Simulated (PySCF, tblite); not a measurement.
Isomers of C6H10O2Si. Method: GFN2-xTB as coded in tblite; computed harmonic values from a numerical Hessian at the method's own geometry, unscaled. This tight-binding method is rough: wavenumbers can miss measured ones by several per cent, in bad cases by 10 to 20. Modes of hydrogen on silicon can be 10 to 20 % off. One conformer each.

Electronic energies: PBE0/pcSseg-1 single points on the GFN2-xTB geometries (PySCF, gas phase).

| SMILES | electronic energy, lowest = 0 (kcal/mol) |
| --- | --- |
| O=C/C=C/C(=O)CC[SiH3] | 10.9 |
| C=C(C)[C@@]1(OC=O)C[SiH2]1 | 28.6 |
| C=C1CO[C@H](C=O)C[SiH2]1 | 14.6 |
| O=C1[SiH2][C@@H]2CC[C@H]1OC2 | 0.0 |
| C/C=C1\COCC(=O)[SiH2]1 | 14.2 |
| C/C(COC=O)=C1\C[SiH2]1 | 26.7 |
| C=C1[SiH2]O[C@H](OC)C1=C | 3.5 |
| O=CC[SiH2]O[C@]12C[C@H]1C2 | 25.7 |
| C=C[C@@H]1COCC(=O)[SiH2]1 | 18.9 |

Problem. How do GFN2-xTB zero-point energies change the relative energies?

Solution. 
```csv
SMILES,ZPE (kcal/mol),of it from modes above 1550 cm⁻¹,electronic (kcal/mol),"with ZPE, lowest = 0 (kcal/mol)",lowest mode (cm⁻¹),rings
O=C1[SiH2][C@@H]2CC[C@H]1OC2,92.7,42.9,0.0,0.0,79,3
C=C1[SiH2]O[C@H](OC)C1=C,89.5,45.9,3.5,0.2,32,1
O=C/C=C/C(=O)CC[SiH3],87.2,46.7,10.9,5.3,35,0
C/C=C1\COCC(=O)[SiH2]1,89.7,45.4,14.2,11.2,46,1
C=C1CO[C@H](C=O)C[SiH2]1,89.6,45.2,14.6,11.4,42,1
C=C[C@@H]1COCC(=O)[SiH2]1,89.7,45.5,18.9,15.9,12,1
O=CC[SiH2]O[C@]12C[C@H]1C2,89.2,43.5,25.7,22.2,4,2
C/C(COC=O)=C1\C[SiH2]1,88.9,46.0,26.7,22.9,30,1
C=C(C)[C@@]1(OC=O)C[SiH2]1,89.2,46.3,28.6,25.1,39,1
```

The zero-point energies span 5.5 kcal/mol, from `O=C/C=C/C(=O)CC[SiH3]` to `O=C1[SiH2][C@@H]2CC[C@H]1OC2`. The order is unchanged.

Problem. And how do the electronic energies of GFN2-xTB itself compare?

Solution. `O=C1[SiH2][C@@H]2CC[C@H]1OC2` 8.4; `C=C1[SiH2]O[C@H](OC)C1=C` 0.0; `O=C/C=C/C(=O)CC[SiH3]` 38.1; `C/C=C1\COCC(=O)[SiH2]1` 30.6; `C=C1CO[C@H](C=O)C[SiH2]1` 36.9; `C=C[C@@H]1COCC(=O)[SiH2]1` 37.8; `O=CC[SiH2]O[C@]12C[C@H]1C2` 23.8; `C/C(COC=O)=C1\C[SiH2]1` 46.0; `C=C(C)[C@@]1(OC=O)C[SiH2]1` 40.4 kcal/mol, lowest = 0. Against the energies above, taken from the same isomer `O=C1[SiH2][C@@H]2CC[C@H]1OC2`, the largest difference is 18.8 kcal/mol.

Problem. What do entropy and thermal enthalpy add at 298.15 K and 1 bar (rigid rotor, harmonic oscillator, one conformer each)?

Solution. 
```csv
SMILES,point group,symmetry number,S (cal/(mol K)),H − H(0) (kcal/mol),ZPE + H − H(0) − TS (kcal/mol)
O=C1[SiH2][C@@H]2CC[C@H]1OC2,C1,1,89.3,5.94,72.0
C=C1[SiH2]O[C@H](OC)C1=C,C1,1,100.0,7.10,66.8
O=C/C=C/C(=O)CC[SiH3],C1,1,105.5,7.62,63.3
C/C=C1\COCC(=O)[SiH2]1,C1,1,100.5,7.17,66.9
C=C1CO[C@H](C=O)C[SiH2]1,C1,1,97.4,6.81,67.3
C/C(COC=O)=C1\C[SiH2]1,C1,1,104.5,7.60,65.4
C=C(C)[C@@]1(OC=O)C[SiH2]1,C1,1,101.0,7.34,66.4
```

Not tabulated: `C=C[C@@H]1COCC(=O)[SiH2]1` (lowest mode only 12 cm⁻¹); `O=CC[SiH2]O[C@]12C[C@H]1C2` (lowest mode only 4 cm⁻¹).
